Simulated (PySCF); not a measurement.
**Radial density of N²⁺ (nitrogen, charge +2)**

M06-L, [He] 2s2 2p1, 2P determinant. All numbers are calculated (PySCF 2.14, no relativity, point nucleus, in 6-31G* (3s2p1d, 14 functions)).

| r (bohr) | 4πr²ρ (e/bohr) | 4πr²(ρα − ρβ) |
| --- | --- | --- |
| 0.00417 | 0.04189 | 0.0000 |
| 0.00701 | 0.1156 | 0.0000 |
| 0.0118 | 0.3082 | 0.0001 |
| 0.0198 | 0.7753 | 0.0004 |
| 0.0334 | 1.823 | 0.0009 |
| 0.0561 | 3.757 | 0.0025 |
| 0.0944 | 6.294 | 0.0080 |
| 0.159 | 7.391 | 0.0347 |
| 0.267 | 4.928 | 0.1523 |
| 0.449 | 1.983 | 0.4565 |
| 0.756 | 2.456 | 0.8540 |
| 1.27 | 2.156 | 0.6371 |
| 2.14 | 0.3258 | 0.0914 |
| 3.60 | 0.01260 | 0.0034 |
